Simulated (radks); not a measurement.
Results of a calculation; reference values are marked as such.
Effect of the nuclear size on the chromium ion Cr+, [Ar] 3d5. Level of theory: Dirac Kohn-Sham, LDA (Slater exchange, Perdew-Wang correlation), spin-unpolarised, spherical densities, finite nucleus; open shells fill j = l - 1/2 first; Fermi nuclear charge, rms radius 3.6452 fm (a radial shooting solver on a logarithmic mesh with Libxc functionals). The rms radius is varied about that value; shifts are against it.

rms radius (fm)  total energy shift (eV)  density at nucleus (e/bohr^3)  1s1/2 shift (meV)  2s1/2 shift (meV)  3s1/2 shift (meV)
3.1312                           -0.0192                      1.143e+04              -8.17             -0.716             -0.103
3.503                           -0.00560                      1.138e+04              -2.38             -0.208             -0.030
3.6452                                 0                      1.136e+04              0.000              0.000              0.000
3.8275                           0.00750                      1.134e+04               3.18              0.279              0.040
4.294                             0.0283                       1.13e+04               12.0               1.05              0.152

Slopes of the eigenvalues against <r^2> in GHz/fm^2, as finite differences over the two radii next to the reference (eigenvalue slopes, not the field-shift constants of lines): 1s1/2 565, 2s1/2 49.5, 3s1/2 7.15.
